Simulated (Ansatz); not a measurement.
Program: Ansatz. Geometries: PBE0-D4/def2-TZVP. ΔE: electronic, gas phase. CBS: MP2 limit from def2 TZ/QZ plus the TZ coupled-cluster correction, frozen cores. This one scheme is used for every species. Functionals use def2-TZVPP. B3LYP here is the variant with VWN-RPA as its local correlation; programs differ in this. Elements past krypton have def2 core potentials. For Sn outer-core shells are correlated without core-valence functions, which leaves a few kJ/mol of doubt a bond. Each species was taken in one conformer, which may not be the lowest.

Consider the formal hydrolysis of the Sn–C bond: `[CH3][Sn]([CH3])([F])[Cl]` + H₂O → `[CH3][Sn]([OH])([F])[Cl]` + CH₄.

`[CH3][Sn]([CH3])([F])[Cl]`:

Z-matrix (Å, degrees):
```
C
Sn 1 2.117
H 1 1.089 2 108.1
H 1 1.090 2 109.7 3 119.6
H 1 1.090 2 109.9 3 -119.5
C 2 2.118 1 124.2 3 -176.8
F 2 1.925 1 105.3 3 -55.7
Cl 2 2.330 1 108.0 3 55.2
H 6 1.090 2 109.8 1 55.7
H 6 1.089 2 108.0 1 175.3
H 6 1.090 2 109.8 1 -65.2
```

H₂O:

```xyz
3

O     0.032   -0.100   -0.375
H    -0.295    0.728   -0.018
H     0.263   -0.628    0.393
```

`[CH3][Sn]([OH])([F])[Cl]`:

Cartesian coordinates in Å:
```
C 0.018 0.225 -1.501
Sn -0.048 0.157 0.603
O 0.414 -1.599 1.285
F 1.227 1.367 1.361
Cl -2.049 0.817 1.559
H -0.993 0.127 -1.893
H 0.448 1.179 -1.802
H 0.640 -0.597 -1.852
H 0.342 -1.676 2.240
```

CH₄:

Cartesian coordinates in Å:
```
C 0.000 0.000 0.000
H 0.285 0.337 -0.996
H 0.524 -0.926 0.234
H -1.075 -0.173 0.031
H 0.266 0.762 0.732
```

```tsv
level	ΔE (kJ/mol)	difference from CCSD(T)/CBS
PBE-D4	-39.4	-4.5
r2SCAN-D4	-45.0	-10.1
PBE0-D4	-35.2	-0.3
B3LYP-D4	-43.0	-8.1
ωB97X-V	-42.4	-7.5
ωB97M-V	-39.2	-4.3
B2PLYP	-44.6	-9.7
PBE	-41.4	-6.5
r2SCAN	-45.6	-10.7
PBE0	-37.0	-2.1
B3LYP	-46.2	-11.3
HF/def2-TZVPP	-48.1	-13.2
MP2/def2-TZVPP	-34.8	0.1
SCS-MP2/def2-TZVPP	-39.6	-4.7
CCSD/def2-TZVPP	-35.9	-1.0
CCSD(T)/def2-TZVPP	-36.3	-1.4
HF/def2-QZVPP	-49.1	-14.2
MP2/def2-QZVPP	-34.4	0.5
SCS-MP2/def2-QZVPP	-39.2	-4.3
HF/CBS(def2)	-49.2	-14.3
MP2/CBS(def2)	-33.5	1.4
CCSD/CBS(def2)	-34.6	0.3
CCSD(T)/CBS	-34.9	0
```

Largest T1 diagnostic among the species: 0.013.

The D4 term adds +3.2 kJ/mol with B3LYP and +1.9 kJ/mol with PBE0; it sums over pairs of atoms, weighted by their polarisabilities, and B3LYP, whose exchange is more repulsive, gets the larger term. In def2-TZVPP, CCSD(T) changes the Hartree–Fock value by +11.9 kJ/mol (the triples alone add −0.3 kJ/mol) and MP2 by +13.3 kJ/mol.
